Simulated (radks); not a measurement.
As+, 32 electrons, occupied as [Ar] 3d10 4s2 4p2. Method: non-relativistic Kohn-Sham, BLYP, spin-unpolarised, spherical densities, point nucleus; computed with a radial shooting solver on a logarithmic mesh with Libxc functionals.

Normalised radial functions P(r) = r R(r), r in bohr:

| r | 2p | 3s | 3d |
|---|---|---|---|
| 0.004519 | 0.0192 | 0.1769 | 0.0000 |
| 0.006741 | 0.0412 | 0.2443 | 0.0001 |
| 0.01014 | 0.0881 | 0.3254 | 0.0005 |
| 0.01524 | 0.1833 | 0.4043 | 0.0016 |
| 0.02293 | 0.3661 | 0.4450 | 0.0049 |
| 0.03448 | 0.6886 | 0.3836 | 0.0147 |
| 0.05184 | 1.1857 | 0.1445 | 0.0420 |
| 0.07796 | 1.7953 | -0.2833 | 0.1107 |
| 0.1163 | 2.2534 | -0.6986 | 0.2577 |
| 0.1749 | 2.1852 | -0.6773 | 0.5271 |
| 0.263 | 1.4532 | 0.1057 | 0.8875 |
| 0.3955 | 0.5666 | 1.1430 | 1.1700 |
| 0.5948 | 0.1038 | 1.3950 | 1.1506 |
| 0.8945 | 0.0065 | 0.7889 | 0.8197 |
| 1.345 | 0.0001 | 0.2084 | 0.4068 |
| 2.007 | 0.0000 | 0.0223 | 0.1306 |
| 3.018 | 0.0000 | 0.0006 | 0.0212 |
| 4.538 | 0.0000 | 0.0000 | 0.0013 |
| 6.824 | 0.0000 | 0.0000 | 0.0000 |

2p: eigenvalue -1304.2 eV, 0 radial nodes, <r> = 0.179 bohr, 90 % of the charge inside 0.291 bohr. 3s: eigenvalue -193.31 eV, 2 radial nodes at r = 0.0605, 0.253 bohr, <r> = 0.609 bohr, 90 % of the charge inside 0.910 bohr. 3d: eigenvalue -51.319 eV, 0 radial nodes, <r> = 0.675 bohr, 90 % of the charge inside 1.13 bohr.
